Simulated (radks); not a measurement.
Problem. As XXVIII, configuration [He] 2s2 2p2. Method: scalar-relativistic Kohn-Sham, PBE, spin-unpolarised, spherical densities, finite nucleus; Fermi nuclear charge, rms radius 4.0968 fm; computed with a radial shooting solver on a logarithmic mesh with Libxc functionals. Some entries of the table are withheld. Estimate them.

orbital  occ.  eigenvalue (Ry)  r(max) (bohr)
1s          2              (1)        0.02970
2s          2              (2)         0.1638
2p          2        -209.2976         0.1295
3s          0        -91.33843         0.4282
3p          0        -88.34937            (3)
3d          0        -85.25981         0.3144

Solution. 
(1) 1s eigenvalue (Ry): -992.7250
(2) 2s eigenvalue (Ry): -218.8380
(3) 3p r(max) (bohr): 0.4053
